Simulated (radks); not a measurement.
Task: All-electron atom: Pm14+ in [Kr] 4d10 5s1. Calculated with a radial shooting solver on a logarithmic mesh with Libxc functionals: scalar-relativistic Kohn-Sham, r2SCAN, spin-polarised, spherical densities, finite nucleus; open shells are filled with parallel spins first (spin-orbit coupling, left out, can overturn this in heavy ions); meta-GGA in the generalised Kohn-Sham scheme; Fermi nuclear charge, rms radius 4.962 fm. Some entries of the table are withheld. Estimate them.

| orbital | occ. | eigenvalue (eV) | <1/r> (bohr^-1) |
|---|---|---|---|
| 1s up | 1 | -45376.06 | 67.41 |
| 1s down | 1 | -45375.90 | 67.41 |
| 2s up | 1 | -7639.080 | 15.61 |
| 2s down | 1 | -7639.003 | 15.61 |
| 2p up | 3 | -6849.080 | 14.66 |
| 2p down | 3 | -6848.986 | 14.66 |
| 3s up | 1 | -1900.671 | 5.715 |
| 3s down | 1 | -1900.526 | 5.715 |
| 3p up | 3 | -1651.261 | 5.388 |
| 3p down | 3 | -1651.102 | 5.388 |
| 3d up | 5 | -1309.635 | 5.103 |
| 3d down | 5 | -1309.477 | 5.103 |
| 4s up | 1 | -599.6249 | 2.439 |
| 4s down | 1 | -599.1826 | 2.439 |
| 4p up | 3 | -515.0887 | 2.268 |
| 4p down | 3 | -514.6216 | 2.269 |
| 4d up | 5 | -394.7408 | (1) |
| 4d down | 5 | -394.0971 | (2) |
| 5s up | 1 | -262.7417 | 1.176 |
| 5s down | 0 | -257.7957 | 1.185 |
| 5p up | 0 | -232.7103 | (3) |
| 5p down | 0 | -228.0008 | (4) |
| 6s up | 0 | -138.9112 | 0.7739 |

Result: 
(1) 4d up <1/r> (bohr^-1): 2.039
(2) 4d down <1/r> (bohr^-1): 2.043
(3) 5p up <1/r> (bohr^-1): 1.096
(4) 5p down <1/r> (bohr^-1): 1.092
